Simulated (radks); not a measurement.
Species: W III. Configuration: [Xe] 4f14 5d4.

Calculated with a radial shooting solver on a logarithmic mesh with Libxc functionals: scalar-relativistic Kohn-Sham, LDA (Slater exchange, Perdew-Wang correlation), spin-polarised, spherical densities, finite nucleus; open shells are filled with parallel spins first (spin-orbit coupling, left out, can overturn this in heavy ions); Fermi nuclear charge, rms radius 5.3658 fm.

Energy parts (eV):
total: -438912.78
kinetic: 483317.85
electron-nucleus: -1084137.62
Hartree: 170422.75
exchange-correlation: -8515.77

Orbitals (lengths in bohr, moments of r in powers of bohr):
orbital  occ.  eigenvalue (eV)       <r^4>      <r^2>
1s up       1        -69427.66   5.832e-07  0.0004637
1s down     1        -69427.66   5.832e-07  0.0004637
2s up       1        -11998.40  0.00008773   0.007130
2s down     1        -11998.23  0.00008773   0.007130
2p up       3        -10502.43  0.00006879   0.005895
2p down     3        -10502.29  0.00006879   0.005895
3s up       1        -2775.147    0.003229    0.04631
3s down     1        -2775.077    0.003229    0.04631
3p up       3        -2331.934    0.003470    0.04704
3p down     3        -2331.859    0.003469    0.04704
3d up       5        -1820.313    0.002679    0.03900
3d down     5        -1820.193    0.002679    0.03900
4s up       1        -584.5563     0.07583     0.2285
4s down     1        -584.3937     0.07580     0.2285
4p up       3        -439.0418      0.1011     0.2603
4p down     3        -438.8777      0.1010     0.2602
4d up       5        -254.3468      0.1490     0.3036
4d down     5        -254.1433      0.1484     0.3032
4f up       7         -49.6465      0.5269     0.4682
4f down     7         -49.2337      0.4984     0.4594
5s up       1         -95.9869       2.438      1.286
5s down     1         -94.4111       2.376      1.270
5p up       3         -60.3182       4.845      1.775
5p down     3         -58.2814       4.705      1.747
5d up       4         -21.1235       28.97      4.067
5d down     0         -18.5913       32.55      4.220

The highest occupied level is 5d up at -21.124 eV. Spin moment in Bohr magnetons: 4. The density falls to 0.001 e/bohr^3 at r = 3.71 bohr.
